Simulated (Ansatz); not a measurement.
Start from `CNC[SiH2]Cl` and change one atom or group to get `C[SiH2]Cl`.

Ansatz, PBE0-D4/def2-TZVP geometries, multiplicity 1. Each molecule was computed in one conformer, which needn't be the lowest.

```csv
property,`CNC[SiH2]Cl`
HOMO energy (PBE0/def2-TZVPP) / eV,-6.61
LUMO energy (ωB97M-V/def2-TZVPP) / eV,2.25
HOMO–LUMO gap (B3LYP/def2-TZVPP) / eV,6.68
HOMO–LUMO gap (ωB97M-V/def2-TZVPP) / eV,11.22
HOMO energy (ωB97M-V/def2-TZVPP) / eV,-8.97
HOMO–LUMO gap (PBE0/def2-TZVPP) / eV,7.11
```

(1) What does the change do to each property? (Best estimate.)

Answers

(1) The calculation gave: 
```csv
property,`C[SiH2]Cl`,shift
HOMO energy (PBE0/def2-TZVPP) / eV,-8.75,-2.14
LUMO energy (ωB97M-V/def2-TZVPP) / eV,2.18,-0.07
HOMO–LUMO gap (B3LYP/def2-TZVPP) / eV,8.74,2.06
HOMO–LUMO gap (ωB97M-V/def2-TZVPP) / eV,13.17,1.95
HOMO energy (ωB97M-V/def2-TZVPP) / eV,-10.99,-2.02
HOMO–LUMO gap (PBE0/def2-TZVPP) / eV,9.21,2.10
```

B3LYP here is the variant with VWN-RPA as its local correlation; programs differ in this.
